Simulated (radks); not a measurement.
Coulomb parameter of the 5d shell of the platinum ion Pt+ in the model configuration [Xe] 4f14 5d7 6p2, as a second difference U = [E(n + 1) + E(n - 1) - 2 E(n)] / (1)^2 with all orbitals relaxed. "Bare": the charge of the atom changes with n. "Screened": the 6p shell takes up the change at fixed total charge, which measures U(5d,5d) + U(6p,6p) - 2 U(5d,6p). Method: Dirac Kohn-Sham, LDA (Slater exchange, Perdew-Wang correlation), spin-unpolarised, spherical densities, point nucleus; open shells are shared between the two j in proportion to 2j + 1; computed with a radial shooting solver on a logarithmic mesh with Libxc functionals.

| case | configuration | E - E(n) (eV) |
|---|---|---|
| start | [Xe] 4f14 5d7 6p2 | 0.000 |
| bare +1 | [Xe] 4f14 5d8 6p2 | -16.683 |
| bare -1 | [Xe] 4f14 5d6 6p2 | 27.923 |
| screened +1 | [Xe] 4f14 5d8 6p1 | -10.973 |
| screened -1 | [Xe] 4f14 5d6 6p3 | 13.415 |

U(bare) = 11.240 eV, U(screened by 6p) = 2.442 eV.
